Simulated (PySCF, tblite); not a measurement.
Calculations on `CC(C)[B@@H-]([NH3+])CF`, in the order of a workflow; each names the level of the geometry that it ran on. Settings lines and outputs come from a driver script.

C4H13BFN.
Atom-mapped SMILES: `[CH3:1][CH:2]([CH3:3])[B@@H-:4]([NH3+:5])[CH2:6][F:7]` (hydrogens: H8, H9, H10 on C1; H11 on C2; H12, H13, H14 on C3; H15 on B4; H16, H17, H18 on N5; H19, H20 on C6)

Step 1: GFN2-xTB geometry optimisation, gas phase (tblite 0.8.0) (from a force-field or distance-geometry start)
```json
{"job": {"kind": "relax", "xc": "GFN2-xTB", "basis": "xTB"}, "charge": 0, "multiplicity": 1}
```
```
step      E/eV     max force
  0    -654.24235    3.683
  1    -654.60366    1.083
  2    -654.66460    0.684
...
178    -655.20310    0.018
179    -655.20318    0.015
180    -655.20323    0.014
181    -655.20325    0.011
182    -655.20327    0.010
```

Energy lowered by 22.2 kcal/mol over 182 steps; largest atomic force 0.010 eV/Å at the end. «max force» is the largest atomic force in eV/Å.

Time: 1.2 s wall. Hardware: one thread, Arm Neoverse V1 (aarch64), on a shared host.

Step 2: GFN2-xTB harmonic vibrations, gas phase (tblite 0.8.0) (on the GFN2-xTB geometry)
```json
{"job": {"kind": "ir", "xc": "GFN2-xTB", "basis": "xTB"}, "charge": 0, "multiplicity": 1}
```
```
(table of modes left out)
```

54 modes from 42 to 3443 cm⁻¹ (unscaled, harmonic); zero-point energy 109.3 kcal/mol; all wavenumbers are real at this level.

On Arm Neoverse V1, one thread, shared host, this took 0.63 s.

Step 3: TDDFT wB97X-D/def2-SVPD, vertical, gas phase, core orbitals frozen in the response (PySCF 2.14.0, density-fitted response routines) (on the GFN2-xTB geometry)
```json
{"job": {"kind": "uv", "xc": "wB97X-D", "basis": "def2-SVPD", "nstates": 8, "ntriplets": 3}, "charge": 0, "multiplicity": 1}
```
```
...
Static polarisability (au): isotropic 76.090, principal 71.495 75.084 81.691
Singlet excitations
state   eV       nm        f      main configurations
  1   6.8211    181.8   0.00977   H->L 0.95
  2   7.0953    174.7   0.01355   H-1->L 0.93
  3   7.9561    155.8   0.00181   H->L+2 0.69, H-2->L 0.11
  4   8.0636    153.8   0.01523   H->L+3 0.38, H->L+1 0.24, H-2->L 0.14
  5   8.1014    153.0   0.01378   H->L+1 0.65, H-2->L 0.10
  6   8.3065    149.3   0.04016   H-1->L+2 0.57
  7   8.3934    147.7   0.01484   H-2->L 0.37, H-1->L+3 0.23, H->L+3 0.13
  8   8.4111    147.4   0.02646   H-1->L+1 0.57
Triplet excitations (Tamm-Dancoff, eV): 6.7478 7.0143 7.7659
```

HOMO -9.17 eV, LUMO 1.52 eV; lowest singlet 6.82 eV; lowest triplet 6.75 eV (Tamm–Dancoff); mean polarisability 76.1 au.

On Arm Neoverse V1, one thread, no GPU, shared host with 32 logical CPUs at a one-minute load of 29, this took 83 s of wall time (grids of density and orbitals included) and 1.1 GiB of memory at its peak.

Geometry of the electronic-property runs (GFN2-xTB):
```
atom  x, y, z in Å
C1     1.0577   -0.9589   -1.0090
C2     0.7800   -0.4055    0.3945
C3     1.8971    0.5803    0.7559
B4    -0.7096    0.2414    0.5885
N5    -0.9756    1.2924   -0.6340
C6    -1.9127   -0.8499    0.4076
F7    -3.1273   -0.1878    0.1494
H8     1.1434   -0.1551   -1.7422
H9     0.2730   -1.6408   -1.3282
H10    1.9989   -1.5073   -1.0271
H11    0.8652   -1.2479    1.0892
H12    1.7556    0.9604    1.7639
H13    1.9103    1.4286    0.0710
H14    2.8749    0.1019    0.7056
H15   -0.8247    0.8662    1.5936
H16   -1.9566    1.5549   -0.5864
H17   -0.3817    2.1085   -0.5433
H18   -0.7910    0.8163   -1.5118
H19   -2.0901   -1.4544    1.2993
H20   -1.7918   -1.5328   -0.4396
```

 (This holds for the electronic-property runs.)

One conformer stands for the species.

wB97X-D is run here without its empirical dispersion term; that term would change no orbital, density or response property at a fixed geometry.
